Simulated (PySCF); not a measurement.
Delta-SCF ions had no search for a lower state. Excitations are Tamm–Dancoff values on a coarser integration grid. The basis has no diffuse functions, so Rydberg states are missing or too high.

# Cl₃FSi, SMILES `F[Si](Cl)(Cl)Cl` (charge 0, multiplicity 1)

All values below come from PBE0-D3(BJ)/def2-TZVP in PySCF.

The HOMO is -9.63 eV. The dipole moment is 0.55 D, the HOMO–LUMO gap is 9.37 eV and the LUMO is -0.25 eV. The S1 excitation (TDA) is 7.86 eV and the S1 oscillator strength comes out as 0.000. The T1 excitation (TDA) is 7.35 eV, the S1–T1 gap (TDA) is 0.51 eV and the vertical ionisation energy (Delta-SCF) comes out as 11.72 eV. The total energy is -48153.32 eV and the cost is around 110 core-seconds (rough).

Bonds (Å): F1–Si2 1.575, Si2–Cl3 2.014, Si2–Cl4 2.014, Si2–Cl5 2.014. Angles (°): F1–Si2–Cl3 108.4, F1–Si2–Cl4 108.4, F1–Si2–Cl5 108.4, Cl3–Si2–Cl4 110.6, Cl3–Si2–Cl5 110.6, Cl4–Si2–Cl5 110.6.
